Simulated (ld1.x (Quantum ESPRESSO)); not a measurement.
## An all-electron radial function and its pseudo partner (rhodium (Rh))

Columns: radius, all-electron u(r) and pseudo u(r) of the 5p shell (level -0.85 eV) of rhodium in the configuration [Kr] 4d8 5s1 5p0; PBE, scalar-relativistic, ultrasoft scheme, ld1.x (Quantum ESPRESSO) 7.5.

```csv
r (bohr),all-electron,pseudo
0.210,-0.0669,-0.0049
0.420,-0.0313,-0.0195
0.630,0.1113,-0.0428
0.840,0.1570,-0.0737
1.050,0.1176,-0.1104
1.260,0.0389,-0.1511
1.470,-0.0487,-0.1938
1.680,-0.1310,-0.2366
1.890,-0.2028,-0.2776
2.100,-0.2630,-0.3154
2.310,-0.3122,-0.3488
2.520,-0.3516,-0.3771
2.730,-0.3824,-0.4001
2.940,-0.4058,-0.4179
3.150,-0.4230,-0.4307
3.360,-0.4348,-0.4393
3.570,-0.4420,-0.4443
3.780,-0.4455,-0.4464
3.990,-0.4459,-0.4460
4.200,-0.4436,-0.4436
4.410,-0.4392,-0.4392
4.620,-0.4331,-0.4331
4.830,-0.4255,-0.4255
5.040,-0.4167,-0.4167
5.250,-0.4070,-0.4070
5.460,-0.3965,-0.3965
```

Task: How many radial nodes do the two functions have?

Result: The all-electron 5p function has n − l − 1 = 3 (the table is too coarse to show those close to the nucleus); the pseudo-wave has 0, since the states of the same l below it are removed with the core.

Task: At about which radius was the pseudo-wave matched?

Result: 4.20 bohr, where the columns begin to agree (steps of 0.21 bohr).

Task: Where does each function peak?

Result: Outermost all-electron maximum near 3.99 bohr, pseudo maximum near 3.78 bohr (to the table’s step).

Task: Is the pseudo-wave norm-conserving?

Result: No, it belongs to an ultrasoft set: the norm inside the radius is not constrained, and the difference is carried by the augmentation charge.
